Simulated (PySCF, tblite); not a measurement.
Task: What does the GFN2-xTB structure of CF3C(O)NH2, `NC(=O)C(F)(F)F` look like in three dimensions?

Result: 
```xyz
9
C2H2F3NO angstrom
N      1.2643   -0.4520   -0.1667
C      0.4195    0.5803   -0.0304
O      0.7074    1.7438   -0.0116
C     -1.0530    0.0866    0.1220
F     -1.9340    1.0752    0.0971
F     -1.2133   -0.5824    1.2776
F     -1.3777   -0.7780   -0.8581
H      2.2481   -0.2592   -0.2702
H      0.9523   -1.4084   -0.1848
```

Any rigid rotation of these coordinates is as good. Atoms count from 1 in this order. Of the pairs four or more bonds apart, F7···H9 is among the closest relative to their van der Waals radii: 2.51 Å, 94 % of the sum of Bondi's values. The C–F distances run from 1.324 Å (C4–F5, drawn single) to 1.347 Å (C4–F7, drawn single), a spread of 0.023 Å. N1 (amide nitrogen) is planar (angles 122.6°, 118.9° and 118.6°, sum 360.0°, 0.01 Å off the plane of its three neighbours).

Bonds between heavy atoms (Å): N1–C2 1.341, C2=O3 1.199, C2–C4 1.561, C4–F5 1.324, C4–F6 1.345, C4–F7 1.347.

The geometry is computed with GFN2-xTB (gas phase).

Point group: near Cs, missed by 0.24 Å at most; the miss may be what the optimiser left on a soft mode. Its GFN2-xTB frequencies are all real (lowest 20 cm⁻¹). One conformer, not necessarily the lowest (H–N1–C2–O3 0° and -179°). 2 starts were optimised and ended at 0.00 and 0.28 kcal/mol (GFN2-xTB); the lowest of these is shown.
